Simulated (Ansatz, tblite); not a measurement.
Cost and result up the ladder for `CN(C)c1ccc(C#Cc2ccc(C#Cc3ccc(C#CC#N)cc3)cc2)cc1` (47 atoms). The state is a singlet with charge 0. Geometry: r2SCAN-D4/def2-SVP.

```xyz
47

C    -0.2972    6.1827   -7.2082
N    -1.1546    6.1457   -6.0449
C    -2.1346    7.1877   -5.8360
C    -0.9789    5.1676   -5.0935
C    -1.7748    5.1297   -3.9192
C    -1.5974    4.1366   -2.9651
C    -0.6217    3.1283   -3.1223
C    -0.4422    2.1155   -2.1408
C    -0.2874    1.2426   -1.2946
C    -0.0944    0.2404   -0.3033
C     0.8228    0.4388    0.7539
C     1.0140   -0.5371    1.7240
C     0.2931   -1.7510    1.6740
C     0.4890   -2.7501    2.6678
C     0.6604   -3.6077    3.5253
C     0.8607   -4.6020    4.5212
C     1.8569   -5.5925    4.3600
C     2.0559   -6.5627    5.3325
C     1.2625   -6.5747    6.5030
C     1.4647   -7.5625    7.4966
C     1.6412   -8.4190    8.3577
C     1.8360   -9.3710    9.3156
N     2.0030  -10.1881   10.1388
C     0.2652   -5.5858    6.6680
C     0.0695   -4.6173    5.6931
C    -0.6263   -1.9520    0.6206
C    -0.8159   -0.9742   -0.3483
C     0.1746    3.1689   -4.2874
C     0.0054    4.1572   -5.2479
H     0.7679    6.3225   -6.9405
H    -0.5963    7.0195   -7.8520
H    -0.3735    5.2543   -7.8037
H    -1.9185    7.7924   -4.9342
H    -2.1367    7.8617   -6.7020
H    -3.1547    6.7759   -5.7262
H    -2.5417    5.8860   -3.7476
H    -2.2272    4.1309   -2.0716
H     1.3846    1.3752    0.7982
H     1.7271   -0.3740    2.5361
H     2.4715   -5.5855    3.4567
H     2.8272   -7.3255    5.2013
H    -0.3497   -5.5917    7.5712
H    -0.7016   -3.8543    5.8235
H    -1.1880   -2.8885    0.5749
H    -1.5275   -1.1374   -1.1616
H     0.9393    2.4016   -4.4345
H     0.6483    4.1432   -6.1289
```

Ansatz on 2 threads of AMD EPYC 7R13 on a shared host and a share (18 GiB) of an NVIDIA H100 80GB HBM3; xTB runs through tblite on one thread. Times are rough, summed over both states, and most runs start from the orbitals of an earlier one. PBE0-D4/def2-TZVP serves as the yardstick here, not as an exact answer. The other state is a triplet.

The xTB rows come from tblite. Single mean-field runs in def2-TZVP are fitted with def2-universal-jkfit. HOMO above LUMO, or a gap near zero within one spin, warns that the state may not be the lowest or that an electron is smeared out.

xTB has no spin-polarisation term.

```
                         level  functions  wall time  vertical triplet (eV)  difference from PBE0-D4/def2-TZVP (eV)                                  remarks
                      GFN2-xTB        134     0.23 s                   2.67                                   -0.09                                        –
                      GFN1-xTB        152     0.28 s                   2.69                                   -0.07                                        –
             PBE0-D4/def2-TZVP       1007       25 s                   2.76                                    0.00                                        –
PBE-D4/def2-TZVP (with forces)       1007       26 s                   2.50                                   -0.26  gap within one spin near zero (triplet)
```
